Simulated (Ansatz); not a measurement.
Consider the hydrogenolysis of a C–F bond: `FC1C[SiH2]S1` + H₂ → `C1CS[SiH2]1` + H–F.

Gas-phase electronic energies from Ansatz, PBE0-D4/def2-TZVP geometries. CCSD(T)/CBS adds triple-zeta CCSD(T) − MP2 to the extrapolated MP2 energy (def2 sets, frozen cores). This one scheme is used for every species. DFT in def2-TZVPP. B3LYP here is the variant with VWN-RPA as its local correlation; programs differ in this.

(1) Is it downhill or uphill in electronic energy at CCSD(T)/CBS, and by how much? (Estimate.)

(2) What do these levels give: r2SCAN, B3LYP, MP2/def2-TZVPP, CCSD/def2-TZVPP, CCSD(T)/def2-TZVPP, MP2/CBS(def2)? (An estimate is asked.)

Largest T1 diagnostic among the species: 0.012.

Answers

(1) Computed: Downhill: ΔE = -89.2 kJ/mol.

(2) Computed: r2SCAN -70.1, B3LYP -77.8, MP2/def2-TZVPP -92.4, CCSD/def2-TZVPP -90.7, CCSD(T)/def2-TZVPP -86.8, MP2/CBS(def2) -94.8 kJ/mol.

From PBE to PBE0 (25 % exact exchange), in def2-TZVPP and without D4, ΔE moves by −9.9 kJ/mol.
